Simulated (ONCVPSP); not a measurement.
# Configuration tests for zirconium (ONCV)

```
Element                 : Zr (Z = 40)
Generator               : ONCVPSP 4.0.1
Type                    : optimised norm-conserving Vanderbilt (ONCV)
Functional              : revPBE
Relativity              : scalar-relativistic
Frozen core             : [Kr]
Valence charge          : 4
Reference configuration : 4d2 5s2
Partial waves           : 5s: rc 2.70 bohr, ncon 3, nbas 7, qcut 2.4 1/bohr, 2 projectors, debl 2.3 Ha; p scattering state at 0.03 Ha: rc 2.85 bohr, ncon 4, nbas 8, qcut 2.5 1/bohr, 2 projectors, debl 3.9 Ha; 4d: rc 1.80 bohr, ncon 4, nbas 9, qcut 6 1/bohr, local
Local potential         : the d channel
Core correction         : none
```

In the p channel the program set the typed energies aside and used 0.050, 3.950 Ha.

Energies are relative to the spin-unpolarised reference configuration 4d2 5s2; without spin polarisation the order of configurations can differ from experiment.

Problem. Give the all-electron excitation energy and the error of the potential for: 4d2 5s1; 4d2 5s0; 4d1 5s0; 4d3 5s0.

Solution.

```json
{"valence configuration": "4d2 5s1", "charge": "+1", "ΔE all-electron (eV)": "7.066", "error AE − PS (meV)": "-6.9"}
{"valence configuration": "4d2 5s0", "charge": "+2", "ΔE all-electron (eV)": "19.864", "error AE − PS (meV)": "+128"}
{"valence configuration": "4d1 5s0", "charge": "+3", "ΔE all-electron (eV)": "42.415", "error AE − PS (meV)": "+321"}
{"valence configuration": "4d3 5s0", "charge": "+1", "ΔE all-electron (eV)": "7.397", "error AE − PS (meV)": "+15"}
```

Levels in the configuration 4d1 5s0:

| level | all-electron (eV) | pseudo (eV) |
| --- | --- | --- |
| 4d | -28.137 | -27.780 |

Note: ghosts flagged at negative energy: s at -8.9 eV; no localised positive-energy state flagged. A true bound ghost makes a file unfit for plane-wave use.
